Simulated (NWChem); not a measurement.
System: C4H8O; SMILES C1(CO)CC1

Here is an NWChem input.

```
start job
memory heap 200 mb stack 900 mb global 1100 mb
geometry units angstroms noautoz
  O      0.688962     1.505796     0.000000
  C     -0.661564     1.074217     0.000000
  C     -0.704186    -0.439651     0.000000
  C      0.333815    -1.232499    -0.756889
  C      0.333815    -1.232499     0.756889
  H      0.689527     2.477772     0.000000
  H     -1.213741     1.451096    -0.898407
  H     -1.213741     1.451096     0.898407
  H     -1.733283    -0.837778     0.000000
  H      1.129731    -0.657643    -1.254464
  H      0.013247    -2.143830    -1.285500
  H      0.013247    -2.143830     1.285500
  H      1.129731    -0.657643     1.254464
end
basis spherical
  O library pcseg-1
  C library pcseg-1
  H library pcseg-1
end
dft
  xc hfexch
  iterations 150
  mulliken
end
task dft energy
```

Parts of the log:

```
             Northwest Computational Chemistry Package (NWChem) 7.3.0
             --------------------------------------------------------

 CS  symmetry detected

                             Geometry "geometry" -> ""
                             -------------------------

 Output coordinates in angstroms (scale by  1.889725989 to convert to a.u.)

  No.       Tag          Charge          X              Y              Z
 ---- ---------------- ---------- -------------- -------------- --------------
    1 O                    8.0000     0.68616217     1.50542791     0.00000000
    2 C                    6.0000    -0.66454789     1.07442530     0.00000000
    3 C                    6.0000    -0.70781594    -0.43942437     0.00000000
    4 C                    6.0000     0.32984661    -1.23271528    -0.75688900
    5 C                    6.0000     0.32984661    -1.23271528     0.75688900
    6 H                    1.0000     0.68714196     2.47740358     0.00000000
    7 H                    1.0000    -1.21656400     1.45153991    -0.89840700
    8 H                    1.0000    -1.21656400     1.45153991     0.89840700
    9 H                    1.0000    -1.73708275    -0.83711216     0.00000000
   10 H                    1.0000     1.12600786    -0.65819899    -1.25446400
   11 H                    1.0000     0.00888972    -2.14390939    -1.28550000
   12 H                    1.0000     0.00888972    -2.14390939     1.28550000
   13 H                    1.0000     1.12600786    -0.65819899     1.25446400

 Effective nuclear repulsion energy (a.u.)     182.1976476996

      Symmetry information
      --------------------

 Group name             Cs
 Group number              2
 Group order               2
 No. of unique centers     9

  xc_inp: hfexch multiplicative factor not found.

                                 NWChem DFT Module
                                 -----------------

 Summary of "ao basis" -> "ao basis" (spherical)
 ------------------------------------------------------------------------------
       Tag                 Description            Shells   Functions and Types
 ---------------- ------------------------------  ------  ---------------------
 O                          pcseg-1                  6       14   3s2p1d
 C                          pcseg-1                  6       14   3s2p1d
 H                          pcseg-1                  3        5   2s1p

      Symmetry analysis of basis
      --------------------------

        a'         67
        a"         43

            General Information
            -------------------
          SCF calculation type: DFT
          Wavefunction type:  closed shell.
          No. of atoms     :    13
          No. of electrons :    40
           Alpha electrons :    20
            Beta electrons :    20
          Charge           :     0
          Spin multiplicity:     1
          Use of symmetry is: on ; symmetry adaption is: on
          Maximum number of iterations: 150
          AO basis - number of functions:   110
                     number of shells:    54
          Convergence on energy requested:  1.00D-06
          Convergence on density requested:  1.00D-05
          Convergence on gradient requested:  5.00D-04

              XC Information
              --------------
                     Hartree-Fock (Exact) Exchange  1.000

      Superposition of Atomic Density Guess
      -------------------------------------

 Sum of atomic energies:        -229.32789834

      Non-variational initial energy
      ------------------------------

 Total energy =    -232.663465
 1-e energy   =    -669.450073
 2-e energy   =     254.588960
 HOMO         =      -0.320426
 LUMO         =       0.062330

      Symmetry analysis of molecular orbitals - initial
      -------------------------------------------------

  Numbering of irreducible representations:

     1 a'          2 a"

  Orbital symmetries:

     1 a'          2 a'          3 a"          4 a'          5 a'
     6 a'          7 a'          8 a'          9 a"         10 a'
    11 a'         12 a'         13 a'         14 a"         15 a'
    16 a"         17 a'         18 a"         19 a'         20 a"
    21 a'         22 a'         23 a'         24 a"         25 a'
    26 a"         27 a'         28 a"         29 a'         30 a"

     ---------------------------------------------
      Total Density - Mulliken Population Analysis
     ---------------------------------------------

    Atom       Charge   Shell Charges
 -----------   ------   -------------------------------------------------------
    1 O    8     8.71   2.00  0.92  0.85  3.10  1.83  0.01
    2 C    6     5.77   2.00  0.77  0.38  1.82  0.74  0.06
    3 C    6     6.44   2.00  0.77  0.58  2.04  1.01  0.05
    4 C    6     6.33   2.00  0.78  0.50  2.07  0.95  0.04
    5 C    6     6.33   2.00  0.78  0.50  2.07  0.95  0.04
    6 H    1     0.63   0.54  0.04  0.05
    7 H    1     0.87   0.71  0.14  0.02
    8 H    1     0.87   0.71  0.14  0.02
    9 H    1     0.81   0.68  0.11  0.02
   10 H    1     0.81   0.68  0.11  0.02
   11 H    1     0.81   0.68  0.11  0.02
   12 H    1     0.81   0.68  0.11  0.02
   13 H    1     0.81   0.68  0.11  0.02

   convergence    iter        energy       DeltaE   RMS-Dens  Diis-err
 ---------------- ----- ----------------- --------- --------- ---------
 d= 0,ls=0.0,diis     1   -230.8043904117 -4.13D+02  4.93D-03  5.19D-01
 d= 0,ls=0.0,diis     2   -230.8680763057 -6.37D-02  2.10D-03  1.04D-01
 d= 0,ls=0.0,diis     3   -230.8784341458 -1.04D-02  6.25D-04  1.02D-02
 d= 0,ls=0.0,diis     4   -230.8797202961 -1.29D-03  1.08D-04  1.44D-04
 d= 0,ls=0.0,diis     5   -230.8797417393 -2.14D-05  3.49D-05  1.11D-05
  Resetting Diis
 d= 0,ls=0.0,diis     6   -230.8797437963 -2.06D-06  1.21D-05  1.17D-06
 d= 0,ls=0.0,diis     7   -230.8797440311 -2.35D-07  2.73D-06  5.74D-08

         Total DFT energy =     -230.879744031083
      One electron energy =     -674.392725591962
           Coulomb energy =      293.092190827892
    Exchange-Corr. energy =      -31.776856966572
 Nuclear repulsion energy =      182.197647699558

 Numeric. integr. density =        0.000000000000

                  Occupations of the irreducible representations
                  ----------------------------------------------

                     irrep           alpha         beta
                     --------     --------     --------
                     a'               14.0         14.0
                     a"                6.0          6.0

                       DFT Final Molecular Orbital Analysis
                       ------------------------------------

 Vector   18  Occ=2.000000D+00  E=-4.649238D-01  Symmetry=a"
              MO Center=  1.6D-01,  9.2D-01, -6.6D-16, r^2= 2.6D+00
   Bfn.  Coefficient  Atom+Function         Bfn.  Coefficient  Atom+Function
  ----- ------------  ---------------      ----- ------------  ---------------
     6      0.525116   1 O  pz                9      0.426475   1 O  pz
    34     -0.198201   3 C  pz               20     -0.173772   2 C  pz
    76      0.167679   7 H  s                81     -0.167679   8 H  s
    37     -0.138529   3 C  pz               47      0.116130   4 C  py
    61     -0.116130   5 C  py               96     -0.095070  11 H  s

 Vector   19  Occ=2.000000D+00  E=-4.111087D-01  Symmetry=a'
              MO Center=  1.2D-01, -9.7D-01, -1.6D-15, r^2= 2.2D+00
   Bfn.  Coefficient  Atom+Function         Bfn.  Coefficient  Atom+Function
  ----- ------------  ---------------      ----- ------------  ---------------
    48      0.283837   4 C  pz               62     -0.283837   5 C  pz
    35     -0.218913   3 C  px               46      0.210811   4 C  px
    60      0.210811   5 C  px               51      0.201965   4 C  pz
    65     -0.201965   5 C  pz               32     -0.181596   3 C  px
    31     -0.180604   3 C  s                47     -0.161176   4 C  py

 Vector   20  Occ=2.000000D+00  E=-3.949513D-01  Symmetry=a"
              MO Center= -2.6D-01, -3.3D-01, -1.7D-15, r^2= 2.9D+00
   Bfn.  Coefficient  Atom+Function         Bfn.  Coefficient  Atom+Function
  ----- ------------  ---------------      ----- ------------  ---------------
    34      0.384935   3 C  pz               37      0.241904   3 C  pz
    46      0.218226   4 C  px               60     -0.218226   5 C  px
    76      0.183810   7 H  s                81     -0.183810   8 H  s
    20     -0.174591   2 C  pz                6      0.171555   1 O  pz
    49      0.155913   4 C  px               63     -0.155913   5 C  px

 Vector   21  Occ=0.000000D+00  E= 1.537343D-01  Symmetry=a'
              MO Center= -4.3D-01,  1.2D+00,  5.0D-14, r^2= 7.9D+00
   Bfn.  Coefficient  Atom+Function         Bfn.  Coefficient  Atom+Function
  ----- ------------  ---------------      ----- ------------  ---------------
    17      1.250147   2 C  s                72     -0.886193   6 H  s
    87     -0.765021   9 H  s                77     -0.608583   7 H  s
    82     -0.608583   8 H  s                35     -0.551891   3 C  px
    45      0.541345   4 C  s                59      0.541345   5 C  s
    97     -0.378295  11 H  s               102     -0.378295  12 H  s

 Vector   22  Occ=0.000000D+00  E= 1.792946D-01  Symmetry=a'
              MO Center= -4.0D-01, -1.5D-01,  8.2D-15, r^2= 9.7D+00
   Bfn.  Coefficient  Atom+Function         Bfn.  Coefficient  Atom+Function
  ----- ------------  ---------------      ----- ------------  ---------------
    87      1.180524   9 H  s                72     -0.861076   6 H  s
    97      0.755452  11 H  s               102      0.755452  12 H  s
    31     -0.732453   3 C  s                35      0.474033   3 C  px
    92     -0.445582  10 H  s               107     -0.445582  13 H  s
     3      0.417364   1 O  s                50      0.343276   4 C  py

 Vector   23  Occ=0.000000D+00  E= 1.961033D-01  Symmetry=a'
              MO Center= -4.5D-01, -3.3D-01, -1.4D-16, r^2= 9.0D+00
   Bfn.  Coefficient  Atom+Function         Bfn.  Coefficient  Atom+Function
  ----- ------------  ---------------      ----- ------------  ---------------
    17      1.220538   2 C  s                45     -1.061590   4 C  s
    59     -1.061590   5 C  s                77     -0.899048   7 H  s
    82     -0.899048   8 H  s                97      0.825622  11 H  s
   102      0.825622  12 H  s                92      0.460235  10 H  s
   107      0.460235  13 H  s                31      0.395365   3 C  s

     ---------------------------------------------
      Total Density - Mulliken Population Analysis
     ---------------------------------------------

    Atom       Charge   Shell Charges
 -----------   ------   -------------------------------------------------------
    1 O    8     8.57   2.00  0.88  0.90  2.92  1.85  0.02
    2 C    6     5.75   2.00  0.72  0.34  1.99  0.63  0.08
    3 C    6     6.38   2.00  0.69  0.61  2.11  0.92  0.06
    4 C    6     6.20   2.00  0.70  0.50  2.08  0.88  0.05
    5 C    6     6.20   2.00  0.70  0.50  2.08  0.88  0.05
    6 H    1     0.75   0.68  0.02  0.06
    7 H    1     0.91   0.79  0.10  0.02
    8 H    1     0.91   0.79  0.10  0.02
    9 H    1     0.87   0.77  0.08  0.02
   10 H    1     0.85   0.76  0.08  0.02
   11 H    1     0.87   0.77  0.09  0.02
   12 H    1     0.87   0.77  0.09  0.02
   13 H    1     0.85   0.76  0.08  0.02

     -------------------------------------------
      Total Density - Lowdin Population Analysis
     -------------------------------------------

    Atom       Charge   Shell Charges
 -----------   ------   -------------------------------------------------------
    1 O    8     8.28   1.99  0.81  0.68  2.81  1.96  0.03
    2 C    6     5.92   1.98  0.53  0.35  1.86  1.04  0.16
    3 C    6     6.11   1.98  0.53  0.35  1.99  1.14  0.12
    4 C    6     6.11   1.98  0.52  0.36  1.95  1.19  0.10
    5 C    6     6.11   1.98  0.52  0.36  1.95  1.19  0.10
    6 H    1     0.85   0.57  0.14  0.14
    7 H    1     0.96   0.69  0.23  0.04
    8 H    1     0.96   0.69  0.23  0.04
    9 H    1     0.94   0.67  0.22  0.05
   10 H    1     0.94   0.66  0.22  0.05
   11 H    1     0.94   0.67  0.22  0.05
   12 H    1     0.94   0.67  0.22  0.05
   13 H    1     0.94   0.66  0.22  0.05

     Multipole analysis of the density
     ---------------------------------

     L   x y z        total         alpha         beta         nuclear
     -   - - -        -----         -----         ----         -------
     0   0 0 0     -0.000000    -20.000000    -20.000000     40.000000

     1   1 0 0     -0.559060     -0.279530     -0.279530     -0.000000
     1   0 1 0      0.493964      0.246982      0.246982      0.000000
     1   0 0 1      0.000000      0.000000      0.000000      0.000000

     2   2 0 0    -24.405542    -47.401894    -47.401894     70.398246
     2   1 1 0      0.182633      1.750269      1.750269     -3.317906
     2   1 0 1      0.000000      0.000000      0.000000      0.000000
     2   0 2 0    -19.605012   -126.865241   -126.865241    234.125470
     2   0 1 1      0.000000      0.000000      0.000000     -0.000000
     2   0 0 2    -24.705522    -39.030794    -39.030794     53.356065
```

Level: Hartree-Fock/pcseg-1. All runs use the structure optimised with PBE-D3(BJ)/def2-SVP. Not confirmed as a minimum by frequencies.
